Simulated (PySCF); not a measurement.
**Shifts of the heteroatoms**

Structure with atom numbers: `[CH3:1]/[CH:2]=[CH:3]/[CH:4]=[CH:5]/[C:6]#[C:7][C:8](=[O:9])[OH:10]`; H(Xn) means a hydrogen on atom n.

PySCF calculation with coordinates at the GFN2-xTB level and shieldings: GIAO PBE0/pcSseg-1; no relativistic terms, averaged over atoms made equivalent by symmetry, fast rotation or ring inversion, a single conformation, no solvent model.

Q: Where does ¹⁷O resonate?

A: 
| atoms | environment | σ (ppm) | δ (ppm) |
| --- | --- | --- | --- |
| O9 | carbonyl oxygen | -118.3 | 374.5 |
| O10 | acid hydroxyl oxygen | 120.2 | 157.2 |

Shieldings were converted by a linear fit to measured shifts: ¹⁷O (scatter 10.7 ppm rms, 12.2 ppm with the 3 outliers that the fit left out vs liquid water, solution or neat liquid). Occasional misses reach two or three times the rms, and more in compound classes unlike the fitted ones.

On a 300 MHz spectrometer ¹⁷O resonates near 40.7 MHz, so 1 ppm is 40.7 Hz.

In solution the two oxygens of a carboxylic acid exchange roles by proton transfer and give one 17O line. Hydrogen bonding in solution shields acid and N–H amide carbonyl oxygens by tens of ppm.
